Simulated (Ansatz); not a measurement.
`[OH][W]([F])(=[S])=[S]` and `[CH3][W]([F])(=[S])=[S]` differ in one atom or group.

Ansatz, PBE0-D4/def2-TZVP geometries, multiplicity 1. Each molecule was computed in one conformer, which needn't be the lowest.

Elements past krypton have def2 core potentials.

```
                                                                                  property  `[OH][W]([F])(=[S])=[S]`
                                            zero-point energy (PBE0-D4/def2-TZVP) / kJ/mol                      50.4
                                        size of the dipole moment (ωB97M-V/def2-TZVPP) / D                      2.63
ideal-gas entropy at 298 K and 1 bar (rigid rotor, harmonic PBE0-D4/def2-TZVP) / J/(mol·K)                       356
                                                        LUMO energy (PBE0/def2-TZVPP) / eV                     -2.85
                                          size of the dipole moment (B3LYP/def2-TZVPP) / D                      2.61
                                                         LUMO energy (PBE/def2-TZVPP) / eV                     -3.50
```

(1) Give the same properties after the change, and the shifts. (Best estimate.)

Answers

(1) The calculation gave: 
```csv
property,`[CH3][W]([F])(=[S])=[S]`,shift
zero-point energy (PBE0-D4/def2-TZVP) / kJ/mol,108.3,57.9
size of the dipole moment (ωB97M-V/def2-TZVPP) / D,2.18,-0.45
"ideal-gas entropy at 298 K and 1 bar (rigid rotor, harmonic PBE0-D4/def2-TZVP) / J/(mol·K)",368,12
LUMO energy (PBE0/def2-TZVPP) / eV,-2.99,-0.14
size of the dipole moment (B3LYP/def2-TZVPP) / D,2.19,-0.42
LUMO energy (PBE/def2-TZVPP) / eV,-3.74,-0.24
```

The zero-point energy changes by 57.9 kJ/mol with +6 modes. Dipoles are sizes alone; their direction can turn.

B3LYP here is the variant with VWN-RPA as its local correlation; programs differ in this.
